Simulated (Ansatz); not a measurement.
Reaction (cleavage of the Sn–Si bond): `[SiH3][SnH2][SH]` + H–F → `[F][SnH2][SH]` + SiH₄

Program: Ansatz. Geometries: PBE0-D4/def2-TZVP. ΔE: electronic, gas phase. CCSD(T)/CBS is the MP2 limit (def2-TZVPP, def2-QZVPP) plus CCSD(T) − MP2 in def2-TZVPP, frozen cores. This one scheme is used for every species. DFT in def2-TZVPP. B3LYP here is the variant with VWN-RPA as its local correlation; programs differ in this. def2 core potentials past Kr. For Sn outer-core shells are correlated without core-valence functions, which leaves a few kJ/mol of doubt a bond. One conformer a species, not always the lowest.

`[SiH3][SnH2][SH]`:

```xyz
9

Si   -0.534    1.036    1.273
Sn    0.404   -0.789   -0.258
S     0.024    0.002   -2.507
H     0.173    2.316    1.010
H    -0.333    0.646    2.693
H    -1.986    1.207    1.011
H    -0.391   -2.292   -0.080
H     2.084   -1.041   -0.055
H     0.559   -1.085   -3.086
```

H–F:

```xyz
2

F    -0.456    0.057    0.001
H     0.456   -0.057   -0.001
```

`[F][SnH2][SH]`:

Z-matrix (Å, degrees):
```
Sn
S 1 2.380
F 1 1.924 2 107.4
H 1 1.696 2 109.0 3 -113.5
H 1 1.699 2 112.1 3 113.4
H 2 1.344 1 93.3 3 -79.4
```

SiH₄:

Z-matrix (Å, degrees):
```
Si
H 1 1.485
H 1 1.485 2 109.5
H 1 1.485 2 109.5 3 -120.0
H 1 1.485 2 109.5 3 120.0
```

CCSD(T)/CBS gives -0.30 eV.

Q: Another level gave -0.31 eV. Which?
A. PBE-QIDH/def2-TZVPP
B. HF/def2-TZVPP
C. B3LYP-D4/def2-TZVPP
D. CCSD/def2-TZVPP

A: D. CCSD/def2-TZVPP -0.31, B3LYP-D4 -0.39, PBE-QIDH -0.25, HF/def2-TZVPP -0.56 eV.

Largest T1 diagnostic among the species: 0.013.

In def2-TZVPP, CCSD(T) changes the Hartree–Fock value by +0.26 eV (the triples alone add +0.01 eV) and MP2 by +0.29 eV. From r2SCAN to r2SCAN0 (25 % exact exchange), in def2-TZVPP and without D4, ΔE moves by +0.08 eV.
